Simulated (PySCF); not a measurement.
C3H9Si, SMILES [CH2][SiH](C)C, multiplicity 2.

Geometry optimised at B3LYP-D3(BJ)/def2-SVP. A frequency run showed that this geometry is not a minimum. The isomer is the one that the SMILES or the coordinates give; other isomers of the formula were not compared.

Two levels are set side by side: PBE/def2-TZVP (PySCF) and CAM-B3LYP/def2-TZVP (PySCF). Same geometry, gas phase. Differences are taken from unrounded values.

| quantity | PBE |
|---|---|
| α-spin orbital gap (eV) | 5.75 |
| β-spin orbital gap (eV) | 4.12 |
| dipole moment (D) | 0.60 |
| mean polarisability (bohr³) | 66.2 |

### Question
These are the PBE values. What does CAM-B3LYP give? (An estimate is asked for; the answer gives what the named calculation found.)

### Answer

| quantity | CAM-B3LYP | PBE minus CAM-B3LYP |
|---|---|---|
| α-spin orbital gap (eV) | 9.97 | -4.23 |
| β-spin orbital gap (eV) | 8.99 | -4.87 |
| dipole moment (D) | 0.53 | 0.07 |
| mean polarisability (bohr³) | 62.6 | 3.6 |

PBE's more diffuse valence density responds more strongly to a field. Differences between two approximate levels are no errors against the true value.

Rough cost on one machine, each run with all the roots and properties that it gave: CAM-B3LYP against PBE within a factor of 2.
